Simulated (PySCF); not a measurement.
methoxycyclobutane (C5H10O), SMILES COC1CCC1. Coordinates come from a B3LYP-D3(BJ)/def2-SVP optimisation. Other conformers were not sampled.

Computed equilibrium geometry at B3LYP-D3(BJ)/def2-SVP (PySCF confirms it by a frequency run) as a Z-matrix (one conformer of several):
```
C
O 1 1.3980
C 2 1.4030 1 113.71
H 3 1.0997 2 107.91 1 179.44
H 3 1.1082 4 108.43 2 -121.75
H 3 1.1094 4 108.58 5 -116.81
H 1 1.1104 2 110.33 3 -54.87
C 1 1.5365 7 111.49 2 128.77
H 8 1.1001 1 118.07 7 -28.87
H 8 1.1006 9 109.16 1 125.33
C 8 1.5504 9 118.84 10 129.72
H 11 1.0997 8 117.39 9 -99.66
H 11 1.1009 12 108.36 8 -128.18
C 11 1.5506 12 117.35 13 -128.00
H 14 1.1005 11 118.38 12 99.64
H 14 1.1013 15 109.30 11 129.16
```
